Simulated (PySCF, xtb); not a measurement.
TiCl2O, SMILES [O]=[Ti]([Cl])[Cl], multiplicity 1.

Harmonic wavenumbers (cm⁻¹) from GFN2-xTB (xtb) at its own minimum, in rising order: 129, 179, 197, 376, 422, 961.

Q: What does ωB97X-D3(BJ)/def2-SVP in PySCF give at its own minimum? (The exact figures need the calculation; the answer reports its results.)

A: 41, 117, 225, 399, 539, 1186. Paired by order, the mean absolute difference is 90 cm⁻¹ and the zero-point energies are 3.2 and 3.6 kcal/mol.
